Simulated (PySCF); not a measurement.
A calculated (revPBE, PySCF 2.14, dyall-av2z, no relativity, point nucleus) atom or ion has these occupied shells.

```json
{"shell": "1s β", "electrons": "1", "orbital energy (eV)": "-6926.2", "rms radius, mean of both spins (bohr)": "0.0685"}
{"shell": "1s α", "electrons": "1", "orbital energy (eV)": "-6926.2", "rms radius, mean of both spins (bohr)": "0.0685"}
{"shell": "2s α", "electrons": "1", "orbital energy (eV)": "-798.25", "rms radius, mean of both spins (bohr)": "0.293"}
{"shell": "2s β", "electrons": "1", "orbital energy (eV)": "-797.37", "rms radius, mean of both spins (bohr)": "0.293"}
{"shell": "2p α", "electrons": "3", "orbital energy (eV)": "-687.56", "rms radius, mean of both spins (bohr)": "0.262"}
{"shell": "2p β", "electrons": "3", "orbital energy (eV)": "-686.91", "rms radius, mean of both spins (bohr)": "0.262"}
{"shell": "3s α", "electrons": "1", "orbital energy (eV)": "-85.167", "rms radius, mean of both spins (bohr)": "0.888"}
{"shell": "3s β", "electrons": "1", "orbital energy (eV)": "-83.086", "rms radius, mean of both spins (bohr)": "0.888"}
{"shell": "3p α", "electrons": "3", "orbital energy (eV)": "-53.014", "rms radius, mean of both spins (bohr)": "0.950"}
{"shell": "3p β", "electrons": "3", "orbital energy (eV)": "-50.951", "rms radius, mean of both spins (bohr)": "0.950"}
{"shell": "3d α", "electrons": "5", "orbital energy (eV)": "-2.206", "rms radius, mean of both spins (bohr)": "1.81"}
{"shell": "3d β", "electrons": "3", "orbital energy (eV)": "-0.996", "rms radius, mean of both spins (bohr)": "1.81"}
```

(1) Name the element and its charge.

## Answers

(1) Fe (iron, neutral), in [Ar] 3d8, high-spin 3F determinant (an excited configuration).
